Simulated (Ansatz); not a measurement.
C2H6AlNS, relaxed with RKS PBE0-D4/def2-TZVP in the Gaussian-basis code of Ansatz from a PBE-D4/def2-SVP geometry. The force threshold is 0.005 eV/Å; the program also tests the step.

Charge 0, multiplicity 1. The bonds changed during the relaxation, so this is another structure than the one it started from.

Start:

```xyz
11

C     1.393   -0.063    0.171
C     0.122   -0.257   -0.616
N     0.033   -0.813   -1.780
Al   -1.729    0.240   -0.082
S    -2.139    0.989    1.956
H     1.557    1.013    0.398
H     2.280   -0.451   -0.376
H     1.329   -0.580    1.153
H     0.971   -1.123   -2.125
H    -2.983    0.116   -1.048
H    -0.835    0.928    2.350
```

Question: How much energy does the relaxation release, and in how many steps? (Best estimate.)

Answer: Ansatz gave: 49.65 kJ/mol, in 38 steps, 5 of them rejected.

Question: Which bonds change most? (An estimate is asked.)

Answer: Ansatz gave: N3–Al4 from 2.664 to 1.917 Å; C1–C2 from 1.508 to 1.475 Å; C2–Al4 from 1.989 to 1.957 Å; N3–H9 from 1.046 to 1.022 Å.

Question: Give the relaxed structure. (Best estimate.)

Answer: Computed: 
```xyz
11

C     1.773    0.298   -0.172
C     0.307    0.162   -0.264
N    -0.313   -0.878   -0.714
Al   -1.633    0.399   -0.165
S    -2.695    0.036    1.734
H     2.092    1.173   -0.744
H     2.308   -0.589   -0.532
H     2.055    0.497    0.866
H     0.185   -1.706   -1.046
H    -2.442    1.148   -1.293
H    -1.637   -0.541    2.329
```
